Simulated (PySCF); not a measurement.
C3H8OSi, SMILES CO[SiH2]C=C.

Geometry: ωB97X-D3(BJ)/def2-SVP. One conformer was computed; it need not be the lowest.

The numbers are results of ωB97X-D3(BJ)/def2-SVP in PySCF 2.14.0, not measurements.

Frequencies are harmonic and unscaled.

```json
[
 {"mode": "1", "ν (cm⁻¹)": "61", "IR (km/mol)": "5.2", "Raman (Å⁴/amu)": "0.8", "depolarisation": "0.75", "moving atoms (share of kinetic energy)": "O 47 %, H 31 %, C 21 %"},
 {"mode": "2", "ν (cm⁻¹)": "103", "IR (km/mol)": "0.4", "Raman (Å⁴/amu)": "1.2", "depolarisation": "0.75", "moving atoms (share of kinetic energy)": "H 84 %, C 12 %"},
 {"mode": "3", "ν (cm⁻¹)": "127", "IR (km/mol)": "0.1", "Raman (Å⁴/amu)": "4.5", "depolarisation": "0.75", "moving atoms (share of kinetic energy)": "H 57 %, C 30 %, Si 10 %"},
 {"mode": "4", "ν (cm⁻¹)": "129", "IR (km/mol)": "1.4", "Raman (Å⁴/amu)": "2.0", "depolarisation": "0.75", "moving atoms (share of kinetic energy)": "C 50 %, H 26 %, Si 15 %, O 8 %"},
 {"mode": "5", "ν (cm⁻¹)": "234", "IR (km/mol)": "3.4", "Raman (Å⁴/amu)": "0.7", "depolarisation": "0.14", "moving atoms (share of kinetic energy)": "C 40 %, O 33 %, H 24 %"},
 {"mode": "6", "ν (cm⁻¹)": "417", "IR (km/mol)": "9.7", "Raman (Å⁴/amu)": "2.1", "depolarisation": "0.69", "moving atoms (share of kinetic energy)": "C 48 %, Si 25 %, H 20 %"},
 {"mode": "7", "ν (cm⁻¹)": "423", "IR (km/mol)": "0.1", "Raman (Å⁴/amu)": "14.0", "depolarisation": "0.75", "moving atoms (share of kinetic energy)": "H 88 %, C 11 %"},
 {"mode": "8", "ν (cm⁻¹)": "676", "IR (km/mol)": "14.8", "Raman (Å⁴/amu)": "9.4", "depolarisation": "0.16", "moving atoms (share of kinetic energy)": "C 47 %, H 25 %, Si 23 %"},
 {"mode": "9", "ν (cm⁻¹)": "709", "IR (km/mol)": "131.3", "Raman (Å⁴/amu)": "2.0", "depolarisation": "0.75", "moving atoms (share of kinetic energy)": "H 66 %, Si 18 %, C 11 %"},
 {"mode": "10", "ν (cm⁻¹)": "732", "IR (km/mol)": "0.5", "Raman (Å⁴/amu)": "12.5", "depolarisation": "0.75", "moving atoms (share of kinetic energy)": "H 90 %"},
 {"mode": "11", "ν (cm⁻¹)": "789", "IR (km/mol)": "30.1", "Raman (Å⁴/amu)": "6.2", "depolarisation": "0.37", "moving atoms (share of kinetic energy)": "O 37 %, Si 29 %, H 20 %, C 14 %"},
 {"mode": "12", "ν (cm⁻¹)": "917", "IR (km/mol)": "316.9", "Raman (Å⁴/amu)": "9.4", "depolarisation": "0.75", "moving atoms (share of kinetic energy)": "H 78 %, Si 18 %"},
 {"mode": "13", "ν (cm⁻¹)": "998", "IR (km/mol)": "104.2", "Raman (Å⁴/amu)": "21.1", "depolarisation": "0.74", "moving atoms (share of kinetic energy)": "H 95 %"},
 {"mode": "14", "ν (cm⁻¹)": "1024", "IR (km/mol)": "26.0", "Raman (Å⁴/amu)": "0.7", "depolarisation": "0.75", "moving atoms (share of kinetic energy)": "H 73 %, C 27 %"},
 {"mode": "15", "ν (cm⁻¹)": "1025", "IR (km/mol)": "80.8", "Raman (Å⁴/amu)": "3.8", "depolarisation": "0.57", "moving atoms (share of kinetic energy)": "H 82 %, C 12 %"},
 {"mode": "16", "ν (cm⁻¹)": "1051", "IR (km/mol)": "13.5", "Raman (Å⁴/amu)": "0.1", "depolarisation": "0.75", "moving atoms (share of kinetic energy)": "H 92 %, C 8 %"},
 {"mode": "17", "ν (cm⁻¹)": "1180", "IR (km/mol)": "153.0", "Raman (Å⁴/amu)": "2.9", "depolarisation": "0.57", "moving atoms (share of kinetic energy)": "H 37 %, O 31 %, C 31 %"},
 {"mode": "18", "ν (cm⁻¹)": "1188", "IR (km/mol)": "1.9", "Raman (Å⁴/amu)": "2.4", "depolarisation": "0.75", "moving atoms (share of kinetic energy)": "H 76 %, C 19 %"},
 {"mode": "19", "ν (cm⁻¹)": "1231", "IR (km/mol)": "159.0", "Raman (Å⁴/amu)": "1.3", "depolarisation": "0.74", "moving atoms (share of kinetic energy)": "H 40 %, O 33 %, C 25 %"},
 {"mode": "20", "ν (cm⁻¹)": "1288", "IR (km/mol)": "1.8", "Raman (Å⁴/amu)": "10.1", "depolarisation": "0.22", "moving atoms (share of kinetic energy)": "H 71 %, C 29 %"},
 {"mode": "21", "ν (cm⁻¹)": "1426", "IR (km/mol)": "19.2", "Raman (Å⁴/amu)": "17.4", "depolarisation": "0.52", "moving atoms (share of kinetic energy)": "H 85 %, C 15 %"},
 {"mode": "22", "ν (cm⁻¹)": "1486", "IR (km/mol)": "3.4", "Raman (Å⁴/amu)": "14.4", "depolarisation": "0.74", "moving atoms (share of kinetic energy)": "H 96 %"},
 {"mode": "23", "ν (cm⁻¹)": "1488", "IR (km/mol)": "5.4", "Raman (Å⁴/amu)": "20.2", "depolarisation": "0.75", "moving atoms (share of kinetic energy)": "H 97 %"},
 {"mode": "24", "ν (cm⁻¹)": "1490", "IR (km/mol)": "13.3", "Raman (Å⁴/amu)": "6.8", "depolarisation": "0.73", "moving atoms (share of kinetic energy)": "H 87 %, C 12 %"},
 {"mode": "25", "ν (cm⁻¹)": "1710", "IR (km/mol)": "9.0", "Raman (Å⁴/amu)": "19.3", "depolarisation": "0.15", "moving atoms (share of kinetic energy)": "C 87 %, H 13 %"},
 {"mode": "26", "ν (cm⁻¹)": "2217", "IR (km/mol)": "178.9", "Raman (Å⁴/amu)": "78.6", "depolarisation": "0.75", "moving atoms (share of kinetic energy)": "H 96 %"},
 {"mode": "27", "ν (cm⁻¹)": "2234", "IR (km/mol)": "136.0", "Raman (Å⁴/amu)": "188.8", "depolarisation": "0.07", "moving atoms (share of kinetic energy)": "H 98 %"},
 {"mode": "28", "ν (cm⁻¹)": "3022", "IR (km/mol)": "67.0", "Raman (Å⁴/amu)": "125.1", "depolarisation": "0.01", "moving atoms (share of kinetic energy)": "H 97 %"},
 {"mode": "29", "ν (cm⁻¹)": "3098", "IR (km/mol)": "41.6", "Raman (Å⁴/amu)": "63.5", "depolarisation": "0.75", "moving atoms (share of kinetic energy)": "H 90 %, C 10 %"},
 {"mode": "30", "ν (cm⁻¹)": "3150", "IR (km/mol)": "31.1", "Raman (Å⁴/amu)": "91.3", "depolarisation": "0.48", "moving atoms (share of kinetic energy)": "H 91 %, C 9 %"},
 {"mode": "31", "ν (cm⁻¹)": "3150", "IR (km/mol)": "7.2", "Raman (Å⁴/amu)": "78.7", "depolarisation": "0.35", "moving atoms (share of kinetic energy)": "H 94 %"},
 {"mode": "32", "ν (cm⁻¹)": "3174", "IR (km/mol)": "5.5", "Raman (Å⁴/amu)": "159.2", "depolarisation": "0.24", "moving atoms (share of kinetic energy)": "H 91 %, C 8 %"},
 {"mode": "33", "ν (cm⁻¹)": "3253", "IR (km/mol)": "4.1", "Raman (Å⁴/amu)": "71.2", "depolarisation": "0.69", "moving atoms (share of kinetic energy)": "H 89 %, C 11 %"}
]
```
